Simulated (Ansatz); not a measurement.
**Ligand exchange: C4H9Br + AgCl → C4H9Cl + AgBr**

Species: C4H9Br (1-bromobutane) `CCCCBr`, singlet; AgCl (silver chloride), singlet; C4H9Cl (1-chlorobutane) `CCCCCl`, singlet; AgBr (silver bromide), singlet. The partners trade Br for Cl: C–Br and Ag–Cl bonds give way to C–Cl and Ag–Br.

Shapes, held fixed at every level: PBE0-D4/def2-TZVP. Flexible molecules stand in one conformer, not always the lowest. Programs: Ansatz 0.2.0. The zero-point and thermal change to 298 K, harmonic and unscaled (PBE0-D4/def2-TZVP), is +1.0 kJ/mol.

**Question.** Estimate ΔH(298 K) of this reaction.

**Answer.** The highest level, CCSD(T)/def2-TZVPP, gives ΔH(298 K) = -20.9 kJ/mol; the levels span -31.2 to -20.0. The column of differences is taken from that level and isn't an error. No measured value is set beside it here. For atoms past krypton def2 sets carry core potentials with scalar relativity. Relativity is left out for Br unless named. Correlated rows may include outer-core shells of Ag, Br, which these sets cover unevenly.

```json
{"level": "HF/def2-TZVPP", "kind": "Hartree–Fock", "ΔH(298 K) (kJ/mol)": "-31.1", "less CCSD(T)/def2-TZVPP": "-10.2"}
{"level": "SPW92/def2-TZVPP", "kind": "LDA", "ΔH(298 K) (kJ/mol)": "-25.1", "less CCSD(T)/def2-TZVPP": "-4.2"}
{"level": "PBE-D4/def2-TZVPP", "kind": "GGA", "ΔH(298 K) (kJ/mol)": "-23.1", "less CCSD(T)/def2-TZVPP": "-2.2"}
{"level": "PBE0-D4/def2-TZVPP", "kind": "global hybrid", "ΔH(298 K) (kJ/mol)": "-25.9", "less CCSD(T)/def2-TZVPP": "-5.0"}
{"level": "r2SCAN0-D4/def2-TZVPP", "kind": "global hybrid", "ΔH(298 K) (kJ/mol)": "-26.3", "less CCSD(T)/def2-TZVPP": "-5.4"}
{"level": "MP2/def2-TZVPP", "kind": "perturbation theory", "ΔH(298 K) (kJ/mol)": "-20.0", "less CCSD(T)/def2-TZVPP": "+0.9"}
{"level": "CCSD(T)/def2-SVP", "kind": "coupled cluster or CI", "ΔH(298 K) (kJ/mol)": "-31.2", "less CCSD(T)/def2-TZVPP": "-10.3"}
{"level": "CCSD(T)/def2-TZVPP", "kind": "coupled cluster or CI", "ΔH(298 K) (kJ/mol)": "-20.9", "less CCSD(T)/def2-TZVPP": "0.0"}
```
